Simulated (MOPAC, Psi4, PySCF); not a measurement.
Conformational energy of SMILES Oc1cccc(O[SiH3])c1. Scanned: dihedral C5–C6–O7–Si8; all other coordinates were relaxed at GFN2-xTB. Points at φ and −φ are mirror images. Heavy atoms are numbered in the order of the SMILES Oc1cccc(O[SiH3])c1, hydrogens after them in the order of the atoms that carry them; the mirror image has the same energies with the sign of each dihedral reversed.

Methods: PBE-D3(BJ)/def2-SVP // GFN2-xTB (Psi4); RKS-M06-2X/6-31G* = restricted M06-2X/6-31G*, spherical d, density fitting // GFN2-xTB in PySCF; AM1, restricted, heats of formation // GFN2-xTB (MOPAC).

Energies in mEh, each method relative to its own lowest point.

| φ / ° | PBE-D3(BJ)/def2-SVP | RKS-M06-2X/6-31G* | AM1 |
|---|---|---|---|
| -165 | 0.8 | 0.8 | 0.6 |
| -150 | 1.3 | 1.1 | 0.9 |
| -135 | 2.1 | 1.8 | 1.1 |
| -120 | 2.6 | 2.1 | 1.0 |
| -105 | 2.9 | 2.3 | 0.6 |
| -90 | 2.9 | 2.3 | 0.4 |
| -75 | 2.7 | 2.1 | 0.4 |
| -60 | 2.3 | 1.8 | 0.5 |
| -45 | 1.6 | 1.2 | 0.5 |
| -30 | 0.7 | 0.5 | 0.2 |
| -15 | 0.2 | 0.1 | 0.1 |
| 0 | 0.0 | 0.0 | 0.0 |
| 15 | 0.2 | 0.1 | 0.1 |
| 30 | 0.7 | 0.5 | 0.2 |
| 45 | 1.6 | 1.2 | 0.5 |
| 60 | 2.3 | 1.8 | 0.5 |
| 75 | 2.7 | 2.1 | 0.4 |
| 90 | 2.9 | 2.3 | 0.4 |
| 105 | 2.9 | 2.3 | 0.6 |
| 120 | 2.6 | 2.1 | 1.0 |
| 135 | 2.1 | 1.8 | 1.1 |
| 150 | 1.3 | 1.1 | 0.9 |
| 165 | 0.8 | 0.8 | 0.6 |
| 180 | 0.6 | 0.7 | 0.6 |
